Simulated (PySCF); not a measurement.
Species: CH3F4NSi.
SMILES: `N[Si@H](F)C(F)(F)F`

Torsions of this conformer, `[NH2:1][Si@H:2]([F:3])[C:4]([F:5])([F:6])[F:7]`: N1–Si2–C4–F5 164°, H–N1–Si2–F3 -89°, H–N1–Si2–F3 72°.

The closed-shell ground state was solved at several levels (PySCF, density fitting, gas phase, non-relativistic). Isolated species at its PBE0-D3(BJ)/def2-SVP geometry (one conformer only).

| level | basis functions | total energy (Eh) | HOMO (eV) | LUMO (eV) | gap (eV) | dipole (D) |
| --- | --- | --- | --- | --- | --- | --- |
| PBE0/6-311+G(2d,p) | 215 | -783.2003 | -8.69 | -0.33 | 8.36 | 3.22 |
| KT3/pcSseg-1 | 141 | -791.9495 | -7.12 | -0.49 | 6.63 | 3.05 |
| PBE0/def2-TZVP | 241 | -783.2579 | -8.62 | 0.19 | 8.81 | 3.16 |
| PBE0/aug-cc-pVDZ | 192 | -783.0828 | -8.63 | -0.49 | 8.14 | 3.12 |
| PBE0/cc-pVDZ | 117 | -783.0304 | -8.31 | 0.87 | 9.18 | 3.13 |
| PBE0/pcSseg-1 | 141 | -782.9739 | -8.61 | 0.54 | 9.15 | 3.23 |
| PBE0/6-31G | 73 | -782.8149 | -8.48 | 0.74 | 9.22 | 3.51 |
| HF/pcSseg-1 | 141 | -780.7776 | -12.41 | 3.65 | 16.06 | 3.53 |
| BP86/pcSseg-1 | 141 | -783.6123 | -7.15 | -0.32 | 6.83 | 3.09 |

Task: What might B97-D/pcSseg-1 (141 basis functions) give for the same quantities?

Result: Total energy -783.3083 Eh, HOMO -7.03 eV, LUMO -0.21 eV, gap 6.82 eV, dipole 3.09 D.

Task: Over all these levels, which gives the widest orbital gap and which the narrowest?

Result: HF/pcSseg-1 (Hartree–Fock, all exact exchange) has the widest, 16.06 eV, and KT3/pcSseg-1 (GGA) the narrowest, 6.63 eV. The two share the basis. From the narrowest to the widest the HOMO moves by -5.29 eV and the LUMO by +4.14 eV.

Task: How much does the basis alone move the frontier levels among the 6 PBE0 rows?

Result: The HOMO by 0.38 eV and the LUMO by 1.36 eV. By rising basis size (HOMO, LUMO in eV): 6-31G -8.48, 0.74; cc-pVDZ -8.31, 0.87; pcSseg-1 -8.61, 0.54; aug-cc-pVDZ -8.63, -0.49; 6-311+G(2d,p) -8.69, -0.33; def2-TZVP -8.62, 0.19.

Task: In the pcSseg-1 basis, how does the gap go with the fixed share of exact exchange?

Result: KT3 (0 %) 6.63 eV; B97-D (0 %) 6.82 eV; BP86 (0 %) 6.83 eV; PBE0 (25 %) 9.15 eV; HF (100 %) 16.06 eV. Each rise in the share widens the gap here.

Task: How far do the dipole and the HOMO energy spread over the levels?

Result: The dipole runs from 3.05 to 3.53 D (mean 3.21 D) and the HOMO from -12.41 to -7.03 eV.

Note: B97-D ran without an empirical dispersion term, which enters the total energy and its gradient alone.
